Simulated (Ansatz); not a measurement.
Reaction (ligand exchange at the Si–N bond): `F[SiH2]N[SiH](F)F` + `[CH3][AlH][OH]` → `[CH3][AlH][O][SiH](F)F` + `N[SiH2]F`

Program: Ansatz. Geometries: PBE0-D4/def2-TZVP. ΔE: electronic, gas phase. CCSD(T)/CBS is the MP2 limit (def2-TZVPP, def2-QZVPP) plus CCSD(T) − MP2 in def2-TZVPP, frozen cores. Functionals use def2-TZVPP. B3LYP here is the variant with VWN-RPA as its local correlation; programs differ in this. One conformer a species, not always the lowest.

Question: Is it downhill or uphill in electronic energy at CCSD(T)/CBS, and by how much? (An estimate is asked.)

Answer: Ansatz gave: Downhill: ΔE = -71.5 kJ/mol.

Question: What do these levels give: PBE-D4, r2SCAN-D4, PBE0-D4, B3LYP-D4, ωB97X-V, B2PLYP, PBE, r2SCAN, B3LYP, MP2/def2-TZVPP, SCS-MP2/def2-TZVPP, CCSD/CBS(def2)? (Estimate.)

Answer: Ansatz gave: PBE-D4 -63.9, r2SCAN-D4 -71.6, PBE0-D4 -68.3, B3LYP-D4 -72.9, ωB97X-V -71.1, B2PLYP -74.4, PBE -65.6, r2SCAN -71.9, B3LYP -75.7, MP2/def2-TZVPP -70.6, SCS-MP2/def2-TZVPP -73.1, CCSD/CBS(def2) -74.1 kJ/mol.

Largest T1 diagnostic among the species: 0.012.

In def2-TZVPP, CCSD(T) changes the Hartree–Fock value by +16.0 kJ/mol (the triples alone add +2.6 kJ/mol) and MP2 by +16.5 kJ/mol. From PBE to PBE0 (25 % exact exchange), in def2-TZVPP and without D4, ΔE moves by −4.1 kJ/mol.
